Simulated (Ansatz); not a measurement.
Mulliken charges of CH5ClOSi2 (`ClC[SiH]1O[SiH2]1`) from B3LYP/def2-TZVPP in Ansatz (PBE0-D4/def2-TZVP geometry).

```tsv
atom	x (Å)	y (Å)	z (Å)	charge (e)
Cl1	-1.677	-1.458	-1.965	-0.147
C2	-1.425	-0.066	-0.871	-0.179
Si3	-0.138	-0.523	0.410	0.370
O4	1.447	-0.509	-0.166	-0.437
Si5	1.557	0.756	0.961	0.306
H6	-2.386	0.175	-0.414	0.127
H7	-1.102	0.781	-1.477	0.136
H8	-0.534	-1.776	1.095	-0.059
H9	2.495	0.491	2.080	-0.057
H10	1.845	2.078	0.350	-0.059
```

Problem. By hand: the dipole of these point charges (1 e Å = 4.8032 D).

Solution. Σ q r = (-0.378, 0.569, 0.506) e Å, of length 0.850 e Å = 4.08 D.

Problem. How does the dipole of the full density compare? (Estimate.)

Solution. The calculation gave: (-0.172, 0.405, 0.321) e Å, 2.62 D; the point charges give 1.56 times that, at 9° from its direction.

Point charges leave out the atoms' own dipoles, such as those of lone pairs, and Mulliken's split depends on the basis, so the two needn't agree.

B3LYP here is the variant with VWN-RPA as its local correlation; programs differ in this.
